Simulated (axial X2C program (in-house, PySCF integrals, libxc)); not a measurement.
## Spin–orbit effects down a group: molecules with Na (ions), HF

Calculated with an in-house all-electron X2C program for linear molecules (integrals from PySCF), spin-free (one-electron X2C) or two-component (2c: spin–orbit coupling with atomic mean-field Coulomb and Gaunt terms, which also bring small scalar terms), in Dyall basis sets with cores contracted in-house; open shells are unrestricted.

Basis sets: Na dyall-av3z, O dyall-av3z, S dyall-av3z, Se dyall-acv3z, Te dyall-acv3z.

| molecule | spin-free state | Re (Å) | ωe (cm⁻¹) | De (eV) | 2c state | Re 2c (Å) | ωe 2c (cm⁻¹) | De 2c (eV) |
| --- | --- | --- | --- | --- | --- | --- | --- | --- |
| NaO⁻ | M_S = 1, Λ = 1 | 2.122 | 421.0 | n/a | Ω = 2 | 2.122 | 420.9 | n/a |
| NaS⁻ | M_S = 0, Λ = 0 | 2.411 | 375.1 | 0.05 | Ω = 0 | 2.411 | 374.8 | n/a |
| NaSe⁻ | M_S = 0, Λ = 0 | 2.528 | 302.9 | 0.19 | Ω = 0 | 2.531 | 299.9 | 0.10 |
| NaTe⁻ | M_S = 0, Λ = 0 | 2.730 | 262.8 | 0.33 | Ω = 0 | 2.740 | 255.6 | 0.17 |

Fragments in 2c: Na- + O, S- + Na, Se- + Na, Te- + Na. Each entry is the lowest single determinant of a limited PBE0 search at one distance. De goes to single-determinant-based atoms at the same level (for ions the charge split of lowest energy) and is withheld (n/a) where an atom does not fit its ground term or J level. Main or longest-lived isotopes. One determinant is a doubtful description, or other states lie close, for NaO⁻, NaS⁻, NaSe⁻; these need not be ground states, and all values refer to the states named. Some open-shell Ω = 0 determinants are out of reach, so the Ω given for NaO⁻ need not be the lowest component. With several unpaired electrons the Ω given is that of one determinant, not necessarily of the lowest component.
